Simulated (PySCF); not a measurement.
Computed shifts of a molecule C3H5BO3, PySCF with PBE0/pcSseg-1, GIAO, gas phase, equivalent atoms averaged, in ppm (number of nuclei): ¹³C: 181.5 (1), 67.9 (1), 65.0 (1). ¹H: 4.86 (1), 4.70 (1), 4.37 (2), 1.26 (1). References: ¹⁷O against H2O (σ = 334.2 ppm); ¹³C against TMS (σ = 186.3 ppm); ¹¹B against BF3 (σ = 88.8 ppm); ¹H against TMS (σ = 31.56 ppm), references at their B3LYP-D3(BJ)/def2-TZVP geometries, non-relativistic. Geometry: B3LYP-D3(BJ)/def2-SVP. Other conformers were not sampled.

Question: Which structure fits?
A) O=CCB1OCO1
B) C=CB(O)OC=O
C) CB1COC(=O)O1
D) O=C1OCB1CO

Answer: D, O=C1OCB1CO
